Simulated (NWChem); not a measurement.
Molecule: CH₄GeO₂; SMILES O=C[O][GeH3]

```xyz
8

O      0.9059     1.8577     0.0000
C     -0.3037     1.7748     0.0000
O     -0.9948     0.6375     0.0000
Ge     0.0773    -0.8889     0.0000
H     -0.9760     2.6477     0.0000
H      0.9201    -0.9087    -1.2873
H      0.9201    -0.9087     1.2873
H     -1.0096    -1.9816     0.0000
```
Atoms are numbered in this order, from 1.

Results from NWChem. All runs use the structure optimised with B3LYP/6-31G* (spherical d). Isolated, static molecule.

GIAO at PBE0/pcSseg-1: principal shieldings of O1 are -368.3, -253.0, 229.9 ppm; an isolated water molecule has σ = 331.1 ppm at the same levels.

Task: Find the isotropic 17O shift, its principal values, the span and the skew.

Result: 
1. σ(iso) = one third of the sum = -130.5 ppm.
2. δ = σ(reference) − σ = 461.6 ppm against water.
3. δ11, δ22, δ33 = 699.4, 584.1, 101.2 ppm.
4. Span Ω = δ11 − δ33 = 598.2 ppm; skew κ = 3(δ22 − δ(iso))/Ω = 0.61.
